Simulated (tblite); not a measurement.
Species: C₆H₁₀NO (doublet state).
Cartesian coordinates in Å at the GFN2-xTB level; atoms count from 1:
```
atom  x, y, z in Å
C1    -1.867    0.245   -1.319
C2    -1.975    0.779   -0.063
C3    -1.474    0.250    1.115
C4    -0.672   -0.989    1.227
C5     0.839   -0.678    1.194
O6     1.594   -1.015    2.077
N7     1.218   -0.019    0.084
C8     2.584    0.374   -0.161
H9    -2.305    0.739   -2.167
H10   -1.382   -0.696   -1.511
H11   -2.516    1.713    0.026
H12   -1.631    0.800    2.030
H13   -0.879   -1.679    0.408
H14   -0.864   -1.492    2.175
H15    0.515    0.268   -0.580
H16    2.955   -0.077   -1.083
H17    3.182    0.023    0.679
H18    2.668    1.460   -0.236
```

Computed with GFN2-xTB (tblite): harmonic, unscaled wavenumbers at the GFN2-xTB geometry, gas phase. Errors from tens to a few hundred cm⁻¹ against measured bands are possible. One conformer, not necessarily the lowest. Open shells enter through the occupations alone, without spin polarisation, and single modes of such species can be off by tens of per cent.

Harmonic wavenumbers (cm⁻¹): 36.6, 69.4, 116.5, 121.2, 187.6, 221.8, 284.0, 318.8, 420.7, 498.9, 538.4, 549.5, 601.1, 652.3, 730.6, 768.6, 865.8, 916.1, 963.3, 1001.3, 1029.9, 1076.6, 1105.8, 1121.7, 1140.9, 1188.9, 1207.9, 1252.9, 1291.8, 1371.2, 1394.6, 1423.8, 1448.0, 1459.9, 1463.4, 1484.1, 1499.1, 1765.7, 2971.1, 2978.2, 2987.7, 3001.8, 3036.0, 3047.0, 3093.7, 3111.0, 3149.4, 3430.5.

A = 3232, B = 1389, C = 1072 MHz; mass 112.076 u (most abundant isotopes); point group C1, symmetry number 1; spin multiplicity 2.

Problem. Zero-point energy?

Solution. ½Σν̃ = 32198 cm⁻¹ = 92.06 kcal/mol.

Problem. Entropy at 400 K, 1 bar (ideal gas, RRHO, classical rotation)?

Solution. Translation 41.54, rotation 29.47, vibration 37.47, spin (R ln 2) 1.38: S = 109.9 cal/(mol K).

Problem. And Cp and H(400 K) − H(0)?

Solution. Cp = 45.17 cal/(mol K), of which vibrations give 37.22 (their classical limit is 48 R = 95.4); H(400 K) − H(0) = 10.78 kcal/mol without the zero-point energy, 7.61 from vibrations.

Problem. How do the functions run with temperature in this model?

Solution. 
```csv
T (K),S (cal/(mol K)),Cp (cal/(mol K)),H − H(0) (kcal/mol),G − H(0) (kcal/mol),ln q(vib)
50,59.4,13.3,0.51,-2.46,0.65
100,70.3,18.3,1.31,-5.72,1.90
298.15,98.0,35.9,6.65,-22.57,6.84
373.15,106.8,42.8,9.60,-30.25,8.65
500,120.8,53.1,15.71,-44.70,11.67
750,145.3,67.5,30.92,-78.05,17.42
1000,166.1,77.0,49.06,-117.04,22.80
```

q(vib) and H(0) count from the zero-point level.

Problem. Which modes carry the vibrational entropy at 400 K?

Solution. 36.6 cm⁻¹: 6.02; 69.4 cm⁻¹: 4.75; 116.5 cm⁻¹: 3.73; 121.2 cm⁻¹: 3.65; 187.6 cm⁻¹: 2.81; 221.8 cm⁻¹: 2.49 cal/(mol K); the other 42 give 14.03 together.

Problem. What must be added to the electronic energy to get the Gibbs energy at 400 K and 1 bar?

Solution. ZPE + [H(400 K) − H(0)] − T·S = 92.06 + 10.78 − 43.94 = 58.90 kcal/mol.

Hindered rotation and anharmonicity are outside this model. Other conformers, if any are populated, would add a mixing term that is left out. The structure is chiral; the term R ln 2 for an equal mix with its mirror image is left out.
